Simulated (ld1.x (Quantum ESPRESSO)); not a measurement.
# Before and after: TM potential for chlorine

- Element: Cl (Z = 17)
- Generator: ld1.x (Quantum ESPRESSO) 7.5
- Type: norm-conserving Troullier–Martins (Kleinman–Bylander form)
- Functional: PBE
- Relativity: scalar-relativistic
- Frozen core: [Ne]
- Valence charge: 7
- Reference configuration: 3s2 3p5
- Partial waves: 3p (bound): rc 1.20 bohr; 3s (bound): rc 1.35 bohr
- Local potential: the s channel
- Core correction: Bessel-smoothed model core inside 0.90 bohr

Change: functional PBEsol.

Cutoffs: the cutoffs (Ry, on a coarse ladder) from which the occupation-weighted sum of valence levels, in a spherical-Bessel basis at the reference potential, stays within 10 and 1 mRy of its value at 400 Ry; they do not see the model core or the augmentation charge, which bear on the density cutoff. Errors are all-electron minus pseudo energies relative to the spin-unpolarised reference configuration.

Predict the effect on cutoff, ghosts and configuration errors.

The potential gets neither clearly harder nor softer (60 Ry and 110 Ry → 60 Ry and 110 Ry); the s channel sets the loose cutoff, while the largest relative change is in p, which becomes harder; the errors of the 7 common tests hardly move; neither file shows a bound ghost.

| quantity | base | changed |
| --- | --- | --- |
| cutoff, loose | 60 Ry | 60 Ry |
| cutoff, tight | 110 Ry | 110 Ry |
| loose cutoff by channel (10 mRy a level) | p 12 Ry, s 30 Ry | p 15 Ry, s 30 Ry |
| bound ghosts | none | none |
| error for 3s2 3p4, meV [ΔE 13.88 → 13.84 eV] | +3.3 | +3.3 |
| error for 3s2 3p3, meV [ΔE 39.32 → 39.23 eV] | +24 | +24 |
| error for 3s2 3p2, meV [ΔE 77.63 → 77.49 eV] | +81 | +81 |
| error for 3s2 3p5.3, meV [ΔE -2.14 → -2.13 eV] | +0.4 | +0.4 |
| error for 3s2 3p1, meV [ΔE 129.87 → 129.68 eV] | +194 | +195 |
| error for 3s1 3p5, meV [ΔE 26.58 → 26.50 eV] | +6.1 | +6.2 |
| error for 3s2 3p4.5, meV [ΔE 5.58 → 5.56 eV] | +0.4 | +0.4 |
| s: phases at 1.51 bohr within 0.05 rad from the reference energy up to (Ry; the scan ends near 5) | to the end of the scan | to the end of the scan |
| p: phases at 1.51 bohr within 0.05 rad from the reference energy up to (Ry; the scan ends near 5) | to the end of the scan | to the end of the scan |
